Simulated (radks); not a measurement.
Ar8+, configuration [He] 2s2 2p(1/2: 2, 3/2: 3) 3s1 (not the ground configuration). All-electron calculation, Dirac Kohn-Sham, BLYP, spin-unpolarised, spherical densities, finite nucleus; Fermi nuclear charge, rms radius 3.4274 fm. Program: a radial shooting solver on a logarithmic mesh with Libxc functionals.

Normalised radial functions P(r) = r R(r) (large component), r in bohr:

r	2p1/2	2p3/2
0.004413	0.0044	0.0037
0.006176	0.0080	0.0070
0.008711	0.0151	0.0137
0.01219	0.0280	0.0260
0.0172	0.0522	0.0493
0.02406	0.0948	0.0908
0.03367	0.1687	0.1632
0.0475	0.2952	0.2878
0.06646	0.4885	0.4792
0.09375	0.7701	0.7593
0.1312	1.1087	1.0976
0.1851	1.4422	1.4332
0.259	1.6156	1.6114
0.3653	1.4920	1.4938
0.5111	1.0715	1.0773
0.721	0.5386	0.5444
1.009	0.1727	0.1756
1.423	0.0276	0.0283
1.991	0.0018	0.0019
2.809	0.0000	0.0000

2p1/2: eigenvalue -427.94 eV, 0 radial nodes, <r> = 0.358 bohr, 90 % of the charge inside 0.589 bohr. 2p3/2: eigenvalue -425.49 eV, 0 radial nodes, <r> = 0.360 bohr, 90 % of the charge inside 0.592 bohr.
